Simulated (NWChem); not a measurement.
System: C₂H₅ClOSi; SMILES O[SiH2]C(=C)Cl

Here is an NWChem input.

```
start job
memory heap 200 mb stack 900 mb global 1100 mb
geometry units angstroms noautoz
  C      1.666802    -1.210778    -0.385379
  C      0.570146    -0.590460     0.052881
  Cl    -0.873923    -1.551199     0.470076
  Si     0.361409     1.263167     0.298603
  O     -0.847706     1.886241    -0.656698
  H      1.739695    -2.289852    -0.493343
  H      2.541282    -0.622816    -0.653321
  H      1.617073     1.917523    -0.135222
  H      0.100353     1.498495     1.744183
  H     -1.733329     1.518409    -0.525372
end
basis spherical
  * library def2-tzvp
end
dft
  xc b3lyp
  iterations 150
  semidirect filesize 400000000
  mulliken
end
task dft energy
```

The geometry was optimised at B3LYP/6-31G* (spherical d). B3LYP is NWChem's, with the RPA form of VWN correlation.

### Question
Predict the main results of this run. (B3LYP/def2-TZVP.) Quantities: energy (Ha); highest occupied level (eV); orbital gap (eV); dipole (D).

### Answer
```json
{
  "energy (Ha)": "-904.29",
  "highest occupied level (eV)": "-7.55",
  "orbital gap (eV)": "6.38",
  "dipole (D)": "0.68"
}
```
